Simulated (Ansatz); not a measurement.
Method: Ansatz (a program for electronic structure) with frozen-core CCSD(T)/cc-pVTZ // B3LYP-D3(BJ)/def2-TZVP.

Ansatz 0.2 input:
```yaml
crystal:
  periodic: [false, false, false]
  atoms:
    - { symbol: Si, position_ang: [-0.132311, 0.009453, 0.001391] }
    - { symbol: Cl, position_ang: [1.928905, -0.137808, -0.020274] }
    - { symbol: H, position_ang: [-0.663881, -0.692302, -1.183152] }
    - { symbol: H, position_ang: [-0.499633, 1.438331, -0.037947] }
    - { symbol: H, position_ang: [-0.633081, -0.617674, 1.239982] }
basis:
  gaussian: { orbitals: cc-pVTZ }
correlation:
  method: ccsd_t
```

Output:

```
Functional definition: HF
631 factors; integrals over basis functions are off by at most 8.4e-4 eV
mean field evaluation 1: about -20414.6182 eV, gradient 1.3e1 eV
mean field evaluation 2: about -20414.7478 eV, gradient 1.4e1 eV
mean field evaluation 4: about -20415.5515 eV, gradient 1.7e0 eV
mean field evaluation 8: about -20415.5640 eV, gradient 2.2e-4 eV
mean field evaluation 16: about -20415.3656 eV, gradient 1.6e0 eV
mean field -20415.56401252 eV, -750.2581392936 hartree, gradient 1.9e-6 eV, S^2 0.000000; 0 other end points of the search recorded, 0 dependent functions left out
10 core orbitals not correlated
reference -20415.56401252 eV, -750.2581392936 hartree; 7, 7 occupied and 93, 93 virtual orbitals, 631 factors
second order -8.67665778 eV of doubles, -0.00000000 eV of singles
cycle   1  -9.41460564 eV  change   -7.4e-1 eV  update   6.1e-2
cycle   2  -9.68233261 eV  change   -2.7e-1 eV  update   1.9e-2
cycle   3  -9.70324641 eV  change   -2.1e-2 eV  update   5.9e-3
cycle   4  -9.69978634 eV  change    3.5e-3 eV  update   1.7e-3
cycle   5  -9.69944468 eV  change    3.4e-4 eV  update   4.8e-4
cycle   6  -9.69942789 eV  change    1.7e-5 eV  update   1.4e-4
cycle   7  -9.69942971 eV  change   -1.8e-6 eV  update   3.4e-5
cycle   8  -9.69944061 eV  change   -1.1e-5 eV  update   1.1e-5
perturbative correction -0.33648925 eV, -0.0123657519 hartree
Total energy: -20425.59994238 eV, -750.6269529135 hartree
```

Cost: about 3 core-seconds (a rough figure).
